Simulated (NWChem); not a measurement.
Species: C2H6BN; SMILES C=CBN

```xyz
10

B     -0.6558    -0.7252     0.1091
H     -1.6753    -1.2506     0.4620
C     -0.5827     0.8188    -0.1334
C      0.5044     1.5737     0.0857
H     -1.4898     1.3392    -0.4502
H      0.5143     2.6534    -0.0573
H      1.4390     1.1430     0.4452
N      0.4632    -1.5462    -0.0705
H      0.4538    -2.5399     0.1113
H      1.3526    -1.2046    -0.4118
```
Atoms are numbered in this order, from 1.

Program: NWChem. Pople sets run with spherical d functions. STO-3G and 3-21G are far too small for this property and stand as cheap habits. Structure relaxed at the B3LYP/6-31G* (spherical d) level. Field at 589 nm.

```csv
level,isotropic polarisability (bohr³),anisotropy (bohr³),relative time
B3LYP/STO-3G,22.8,24.1,1
B3LYP/6-31G*,40.2,31.4,4
B3LYP/def2-SVP,42.9,28.8,5
B3LYP/def2-SVPD,51.8,23.9,10
B3LYP/aug-cc-pVDZ,53.6,23.5,30
```

Relative times are rough (shared machine, one core).
